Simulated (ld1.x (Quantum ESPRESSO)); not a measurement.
Values are calculated unless marked as measured or tabulated.
## Potentials for He (Z = 2) compared

Generated with ld1.x 7.5 (TM, RRKJ, ultrasoft, PAW), atompaw 4.2 or ONCVPSP 4.0.1. The cutoff is in Ry: for ld1.x and atompaw files where the sum of valence levels is converged to 10 mRy in a Bessel basis, for ONCV files where the hardest occupied wave has 1 mHa per electron of residual kinetic energy. The error is the largest all-electron minus pseudo excitation energy over each file’s own four to seven test configurations (ionisations up to +4, promotions, holes and added fractions of an electron), all of which were solved. The labels leave out finer settings (local radius, basis sizes, second energies), which also bear on the numbers. Spin-polarised tests are not counted. The rows are a selection from randomly drawn settings: files with unsolved tests, undetermined cutoffs or missed reference levels are left out.

| potential | cutoff (Ry) | largest error (meV) | bound ghosts |
| --- | --- | --- | --- |
| PAW, LDA (PZ), scalar-relativistic, rc 0.40 (s), local smoothed, core correction no, reference 1s1 | 160 | +2.2 | none |
| PAW, revPBE, scalar-relativistic, rc 0.75/0.65 (sp), local smoothed, core correction no, reference 1s2 | 70 | -0.5 | none |
| TM, PBE, scalar-relativistic, rc 0.85/0.80 (sp), local s, core correction no, reference 1s2 | 80 | +25 | none |
| PAW, LDA (PZ), non-relativistic, rc 0.45 (s), local smoothed, core correction no, reference 1s2 | 140 | 0.0 | none |
| ultrasoft, PBE, scalar-relativistic, rc 0.85/0.65 (sp), local smoothed, core correction no, reference 1s2 | 50 | +23 | none |
| PAW, PBE, scalar-relativistic, rc 0.90 (s), local smoothed, core correction no, reference 1s2 | 45 | +0.4 | none |
| PAW, PBE, non-relativistic, rc 0.60/0.55 (sp), local smoothed, core correction no, reference 1s0.5 | 80 | -0.3 | none |
| PAW, PBEsol, scalar-relativistic, rc 0.70/0.55 (sp), local smoothed, core correction no, reference 1s2 | 70 | +0.1 | none |

Problem. Fill in the row for He: TM, PBE, scalar-relativistic, rc 0.75 (s), local s, core correction no, reference 1s2.

Solution. cutoff 100 Ry, largest error +14 meV, bound ghosts: none.
